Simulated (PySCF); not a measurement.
# PySCF run on Br²⁺

Input:

```python
from pyscf import gto, dft

mol = gto.M(
    atom='Br 0 0 0',
    basis='jorge-dzp',
    charge=2,
    spin=1,
    verbose=3,
)
mf = dft.ROKS(mol, xc='pw6b95')
mf.kernel()
mf.dip_moment()
print('orbital energies (hartree):', mf.mo_energy[..., max(0, mol.nelec[1]-3):mol.nelec[0]+3].round(4))
```

```bash
$ OMP_NUM_THREADS=1 python input.py
```

Output:

```
converged SCF energy = -2573.84378438596

WARN: System has nonzero charge 2; the dipole moment is origin-dependent.
Location of origin: [0. 0. 0.]

Dipole moment(X, Y, Z, Debye): -0.00000, -0.00000, -0.00000
orbital energies (hartree): [-3.5753 -1.5823 -1.0654 -1.0358 -1.0043 -0.154  -0.0285]
```

In short: E(SCF) = -2573.843784 Eh.

Run time: 2.1 s on 1 thread of Arm Neoverse V2 (shared host).

No search for the lowest solution was made.
